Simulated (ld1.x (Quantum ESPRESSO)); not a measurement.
# Scattering properties, RRKJ potential for Cl

```
Element                 : Cl (Z = 17)
Generator               : ld1.x (Quantum ESPRESSO) 7.5
Type                    : norm-conserving RRKJ (Kleinman–Bylander form)
Functional              : PBE
Relativity              : scalar-relativistic
Frozen core             : [Ne]
Valence charge          : 7
Reference configuration : 3s1.5 3p5.5
Partial waves           : 3p (bound): rc 1.55 bohr; 3s (bound): rc 1.05 bohr
Local potential         : the s channel
Core correction         : a·sin(br)/r model core inside 1.05 bohr
rho0                    : 0.01
```

The phase is arctan(r·u′/u) with u = r·R(r), unwrapped; energies in Ry, scanned from -4 to 5 Ry. A pole is an energy at which the radial function vanishes at the test radius. The pseudo phase is shifted by a multiple of π to meet the all-electron one at the reference energy, and phase errors are pseudo minus all-electron; the curves can meet again beyond the range given. Levels narrower than the energy grid can be missing from the lists of poles.

| channel | radius (bohr) | reference energy (Ry) | poles, all-electron | poles, pseudo | unbroken range about the reference energy with phases within 0.05 rad | phase error 1 Ry above the reference energy (rad) |
| --- | --- | --- | --- | --- | --- | --- |
| s | 1.71 | -1.55 | 1.24 | 1.15 | below 4.3 | -0.002 |
| p | 1.71 | -0.65 | 2.56 | 2.49 | the whole range | -0.002 |

Phases in the s channel:

```csv
E (Ry),all-electron,pseudo
-4.00,1.062,1.060
-3.76,1.015,1.012
-3.52,0.955,0.952
-3.28,0.877,0.873
-3.04,0.772,0.768
-2.80,0.629,0.625
-2.56,0.430,0.425
-2.32,0.160,0.156
-2.08,-0.167,-0.169
-1.84,-0.495,-0.495
-1.60,-0.766,-0.766
-1.36,-0.966,-0.966
-1.12,-1.111,-1.111
-0.88,-1.216,-1.217
-0.64,-1.295,-1.297
-0.40,-1.357,-1.359
-0.16,-1.405,-1.408
0.08,-1.445,-1.449
0.32,-1.479,-1.483
0.56,-1.507,-1.512
0.80,-1.532,-1.538
1.04,-1.554,-1.561
1.28,-1.574,-1.582
1.52,-1.592,-1.601
1.76,-1.609,-1.619
2.00,-1.624,-1.636
2.24,-1.639,-1.652
2.48,-1.653,-1.669
2.72,-1.667,-1.685
2.96,-1.681,-1.701
3.20,-1.694,-1.718
3.44,-1.708,-1.735
3.68,-1.721,-1.753
3.92,-1.735,-1.773
4.16,-1.750,-1.795
4.40,-1.765,-1.819
4.64,-1.781,-1.846
4.88,-1.798,-1.877
```
